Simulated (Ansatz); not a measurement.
The same path of a periodic cell of 19 atoms, PdC₁₈ (surface graphene monolayer, adsorbate Pd) was run twice with different band settings. Lost on the way: C13–Pd19. Made: C2–Pd19.

These are results of DFT PBE-D3(BJ), scalar-relativistic, plane waves, PAW in Ansatz, not measurements. Settings: cutoff 420 eV, k mesh 2x2x1, gaussian smearing 0.02 eV, no spin polarisation.

Relaxed end points:

```xyz
19
Lattice="7.3980 0.0000 0.0000 -3.6990 6.4069 0.0000 0.0000 0.0000 12.0000" Properties=species:S:1:pos:R:3
C 0.009 -0.035 1.015
C 1.222 0.678 0.978
C -1.234 2.118 1.020
C -0.011 2.813 0.982
C -2.469 4.241 0.956
C -1.244 4.949 0.980
C 2.462 -0.031 0.980
C 3.675 0.682 1.017
C 1.229 2.105 0.979
C 2.454 2.813 0.956
C -0.004 4.241 0.980
C 1.219 4.936 1.019
C 4.917 -0.037 1.123
C 6.165 0.684 1.123
C 3.694 2.109 0.961
C 4.918 2.816 0.964
C 2.465 4.238 0.965
C 3.689 4.946 0.963
Pd 1.843 6.730 3.162
```

```xyz
19
Lattice="7.3980 0.0000 0.0000 -3.6990 6.4069 0.0000 0.0000 0.0000 12.0000" Properties=species:S:1:pos:R:3
C -0.015 -0.037 1.123
C 1.233 0.684 1.123
C -1.238 2.109 0.961
C -0.014 2.816 0.964
C -2.467 4.238 0.965
C -1.243 4.946 0.963
C 2.475 -0.035 1.015
C 3.688 0.678 0.978
C 1.232 2.118 1.020
C 2.455 2.813 0.982
C -0.003 4.241 0.956
C 1.222 4.949 0.980
C 4.928 -0.031 0.980
C 6.141 0.682 1.017
C 3.695 2.105 0.979
C 4.920 2.813 0.956
C 2.462 4.241 0.980
C 3.685 4.936 1.019
Pd 4.309 6.730 3.162
```

Common settings: spring 5.0 eV/Å²; optimiser quadratic models (default); end points relaxed.

| run | movable images | climbing image | start path | force threshold | iteration limit |
| --- | --- | --- | --- | --- | --- |
| 1 | 7 | yes | straight line | 0.03 eV/Å | 34 |
| 2 | 4 | from the first iteration | default | 0.05 eV/Å | 50 |

(1) What does each run give, and how far can it be trusted?

Results:

(1) Run 1: converged after 8 iterations, highest image 0.052 eV above the first end. The profile has 2 maxima (images 2, 6) with wells between them (image 4): this band takes more than one step, which may be the mechanism or a detour left from its start path. By the program's own check the climbing image is a first-order saddle point (lowest curvatures found: -0.66 and 0.74 eV/Å²).
Run 2: converged after 7 iterations, highest image 0.052 eV above the first end. The profile has 2 maxima (images 1, 4) with wells between them (image 3): this band takes more than one step, which may be the mechanism or a detour left from its start path. The order of the stationary point at the top wasn't checked.
Limits of this set-up: coarse k mesh, slab without dipole correction.
